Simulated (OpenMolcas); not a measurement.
**Potential curves of CuH⁺: spin-free states**

Computed with OpenMolcas 26.06: state-averaged CASSCF(11,7) over Cu 4s 3d, H 1s, XMS-CASPT2 (IPEA 0.25, imaginary shift 0.2 hartree), scalar X2C, ANO-RCC-VTZP, then RASSI spin–orbit state interaction with atomic mean-field integrals. C2 symmetry about the axis (a holds Σ, Δ, Γ; b holds Π, Φ, H; Σ⁺ and Σ⁻ are not told apart); roots by multiplicity and irrep: 2a 3, 2b 2.

XMS-CASPT2 energies in eV from the lowest point. Curves are followed by energy order within each symmetry, so they are adiabatic and may change character at avoided crossings; Σ⁺ and Σ⁻ are counted together.

```json
{"R (Å)": "1.324", "(1)2Σ": "0.024", "(1)2Δ": "1.086", "(1)2Π": "1.423"}
{"R (Å)": "1.383", "(1)2Σ": "0.000", "(1)2Δ": "0.925", "(1)2Π": "1.221"}
{"R (Å)": "1.427", "(1)2Σ": "0.023", "(1)2Δ": "0.865", "(1)2Π": "1.127"}
{"R (Å)": "1.471", "(1)2Σ": "0.072", "(1)2Δ": "0.833", "(1)2Π": "1.074"}
{"R (Å)": "1.522", "(1)2Σ": "0.156", "(1)2Δ": "0.834", "(1)2Π": "1.053"}
{"R (Å)": "1.574", "(1)2Σ": "0.261", "(1)2Δ": "0.863", "(1)2Π": "1.065"}
{"R (Å)": "1.647", "(1)2Σ": "0.436", "(1)2Δ": "0.950", "(1)2Π": "1.142"}
{"R (Å)": "1.765", "(1)2Σ": "0.755", "(1)2Δ": "1.151", "(1)2Π": "1.334"}
{"R (Å)": "1.986", "(1)2Σ": "1.378", "(1)2Δ": "1.615", "(1)2Π": "1.833"}
```

(1) With masses 62.930 and 1.008 u, fit the curves (1)2Σ near their minima.

Only roots inside an energy window near the equilibrium distance were included, so the list of states is not complete; labels number the states computed. Each spin and symmetry block has orbitals of its own, averaged over its own roots, so gaps between blocks are less sure than gaps within one and near the minimum can be off by tenths of an eV, in bad cases by more. No Rydberg orbitals are active, so Rydberg states, and σ→σ* states whose orbital the CASSCF left unused, can be missing between those listed. No roots were computed in blocks 4a, 4b (none fell in the window or the block failed), so states of that kind are missing and can lie low or lowest. For d and f metals this valence active space lacks a second d shell: the order of states is not reliable within half an eV or more, and the lowest computed state need not be the true ground state.

## Answers

(1) At XMS-CASPT2, Te from the lowest curve (the fit fixes ωe to a per cent or two; the method's Re and ωe can be off by some per cent):

| curve | Te (cm⁻¹) | Re (Å) | ωe (cm⁻¹) |
| --- | --- | --- | --- |
| (1)2Σ | 0 | 1.373 | 2233.1 |
